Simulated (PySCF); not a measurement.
MoF6, SMILES [F][Mo]([F])([F])([F])([F])[F], multiplicity 1.

Coordinates come from a PBE-D3(BJ)/def2-SVP optimisation. The multiplicity is an assumed one; no other spin state was optimised. The isomer is the one that the SMILES or the coordinates give; other isomers of the formula were not compared. The def2 effective core potentials stand for the cores of Mo; spin–orbit coupling is left out.

These are PBE-D3(BJ)/def2-SVP (PySCF) values and carry that method's errors.

Frequencies are harmonic and unscaled.

Modes within 1.5 cm⁻¹ of each other (mostly degenerate sets) share a row, with their intensities summed.

Task: Give all harmonic wavenumbers and intensities. (Estimate from the structure and the level; the computed values follow.)

Result: 
```tsv
mode	ν (cm⁻¹)	IR (km/mol)	moving atoms (share of kinetic energy)
1–3	128	0.0	F 100 %
4–6	251	77.5	F 74 %, Mo 26 %
7–9	297	0.0	F 100 %
10–11	641	0.0	F 100 %
12	707	0.0	F 100 %
13–15	731	719.4	F 71 %, Mo 29 %
```
